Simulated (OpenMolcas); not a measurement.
A calculation on In II.

```yaml
Program: OpenMolcas 26.06
Method: "SS-CASPT2, IPEA 0.25 Eh, imaginary shift 0.1 Eh (closed shells correlated: 4d)"
Basis: ANO-RCC-VQZP [8s7p5d3f2g]
Scalar_Hamiltonian: DKH2, point nucleus
Active_space: 2 electrons in 8 orbitals (5s 5p 6s 6p)
State_averaging: 2S+1 = 3 even, 3 roots; 2S+1 = 1 even, 7 roots; 2S+1 = 3 odd, 3 roots; 2S+1 = 1 odd, 3 roots
Spin-orbit_coupling: state interaction with AMFI integrals over the reference wave functions, term energies averaged over their components
```

(1) Which level of the active space comes out lowest?

(2) How high does 5s 5p 3P* 0 lie?

(3) How high does 5s 5p 3P* 1 lie?

(4) How high does 5s 5p 1P* 1 lie?

(5) The level at 102530 cm-1 has J = 2. What is it made of, and what is its g factor?

Measured values: NIST Handbook of Basic Atomic Spectroscopic Data.

Answers

(1) 5s2 1S0, with 100 % of that term; it is also the measured ground level.

(2) 41270 cm-1 above the lowest level; measured 42276 cm-1 above the ground level, so the calculation is off by -2 %.

(3) 42210 cm-1 above the lowest level; measured 43351 cm-1 above the ground level, so the calculation is off by -3 %.

(4) 61830 cm-1 above the lowest level; measured 63038 cm-1 above the ground level, so the calculation is off by -2 %.

(5) 55 % 5p2 1D2, 45 % 5p2 3P; g = 1.224, against 1.000 from Landé's formula for the pure leading term.

Over all roots computed the reference weight is 0.86 to 0.94; the roots of lowest weight are the least certain, and an intruder state may touch them. The run also gave levels led by 5s 6s, which use shells meant for correlation; these and all levels above them are left out. The ¹D term of p² mixes with s d, which this space lacks. Computed and measured levels are paired by configuration, term and J; levels that our copy of the source lacks, or whose pairing is in doubt (as where it misses far off the trend of its configuration), stay unpaired and out of the deviations. Levels of configurations outside the active space are missing.

* marks odd parity.
